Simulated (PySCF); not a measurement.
A side-by-side comparison of computed properties.

First species: C5H3ClN2.
SMILES: `N#Cc1ccc(Cl)[nH]1`

Second species: C8H9ClOSi.
Numbering: `[CH3:1][c:2]1[c:3]([SiH3:4])[cH:5][cH:6][cH:7][c:8]1[C:9](=[O:10])[Cl:11]` (hydrogens: H12, H13, H14 on C1; H15, H16, H17 on Si4; H18 on C5; H19 on C6; H20 on C7)

Levels: PBE0/pcSseg-1 for dipole moment, HOMO energy, LUMO energy and HOMO–LUMO gap; GFN2-xTB for rotational constant A and rotational constant C. Geometries: GFN2-xTB. Each species is one conformer at its optimised geometry, gas phase, non-relativistic unless stated; the electronic structure was computed with PySCF and density fitting.

The conformers computed, where there is a choice (atom-mapped SMILES and torsion angles):
- `[CH3:1][c:2]1[c:3]([SiH3:4])[cH:5][cH:6][cH:7][c:8]1[C:9](=[O:10])[Cl:11]`: C7–C8–C9–O10 157°

**Question.** Which has the higher HOMO energy?

**Answer.** The first: -6.96 eV against -7.75 eV, a difference of 0.79 eV.

**Question.** Which of the two has the higher rotational constant C, and by how much?

**Answer.** The first: 0.812 GHz against 0.396 GHz, a difference of 0.416 GHz.

**Question.** Which has the higher dipole moment?

**Answer.** The second: 3.39 D against 3.26 D, a difference of 0.13 D.

**Question.** Which of the two has the higher HOMO–LUMO gap, and by how much?

**Answer.** The first: 5.92 eV against 5.59 eV, a difference of 0.33 eV.

**Question.** Which of the two has the higher LUMO energy, and by how much?

**Answer.** The first: -1.04 eV against -2.16 eV, a difference of 1.12 eV.

**Question.** Which of the two has the higher rotational constant A, and by how much?

**Answer.** The first: 5.486 GHz against 1.708 GHz, a difference of 3.778 GHz.

On the first: A dipole of 3.26 D is allowed in Cs, and pure rotational transitions are dipole-allowed. The dipole matches unit charges of opposite sign 0.68 Å apart (1 e·Å = 4.8032 D).

On the second: In atomic units the dipole is 1.34 e·bohr (1 au = 2.5417 D).
